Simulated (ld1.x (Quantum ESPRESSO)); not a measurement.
**Before and after: TM potential for Ga (Z = 31)**

| Item | Value |
| --- | --- |
| Element | gallium (Ga) |
| Generator | ld1.x (Quantum ESPRESSO) 7.5 |
| Type | norm-conserving Troullier–Martins (Kleinman–Bylander form) |
| Functional | PBE |
| Relativity | scalar-relativistic |
| Frozen core | [Ar] 3d10 |
| Valence charge | 3 |
| Reference configuration | 4s2 4p1 |
| Partial waves | 4s (bound): rc 2.05 bohr; 4p (bound): rc 1.95 bohr |
| Local potential | all-electron potential smoothed inside 1.80 bohr (lloc = -1) |
| Core correction | a·sin(br)/r model core, default radius (core density twice the valence density) |

All-electron outer shells of the reference configuration (PBE, scalar-relativistic, ld1.x):

```
shell  level (eV)  outermost node (bohr)  outermost maximum (bohr)
   3p      -98.86                   0.24                      0.56
   3d      -19.15                      –                      0.53
   4s       -8.95                   0.81                      1.90
   4p       -2.58                   0.87                      2.53
```

Change: wave 4p (bound): rc 1.95 bohr becomes 4p (bound): rc 2.90 bohr.

Cutoffs: the cutoffs (Ry, on a coarse ladder) from which the occupation-weighted sum of valence levels, in a spherical-Bessel basis at the reference potential, stays within 10 and 1 mRy of its value at 400 Ry; they do not see the model core or the augmentation charge, which bear on the density cutoff. Errors are all-electron minus pseudo energies relative to the spin-unpolarised reference configuration.

Problem. How do hardness, ghosts and transferability respond?

Solution. The potential gets neither clearly harder nor softer (12 Ry and 35 Ry → 12 Ry and 35 Ry); of the 7 tests that both files solve, the error grows in 0 and shrinks in 2 by more than 15 % and 0.3 meV (median size 18.8 → 12.7 meV); neither file shows a bound ghost.

| quantity | base | changed |
| --- | --- | --- |
| cutoff, loose | 12 Ry | 12 Ry |
| cutoff, tight | 35 Ry | 35 Ry |
| bound ghosts | none | none |
| error for 4s2 4p0, meV [ΔE 5.69 eV] | -11 | -12 |
| error for 4s1 4p0, meV [ΔE 26.82 eV] | -169 | -179 |
| error for 4s2 4p0.5, meV [ΔE 2.03 eV] | -1.6 | -1.8 |
| error for 4s2 4p1.3, meV [ΔE -0.53 eV] | -0.1 | -0.1 |
| error for 4s1 4p2, meV [ΔE 6.54 eV] | -19 | -13 |
| error for 4s1 4p1, meV [ΔE 13.06 eV] | -47 | -42 |
| error for 4s0 4p3, meV [ΔE 13.37 eV] | -75 | -47 |
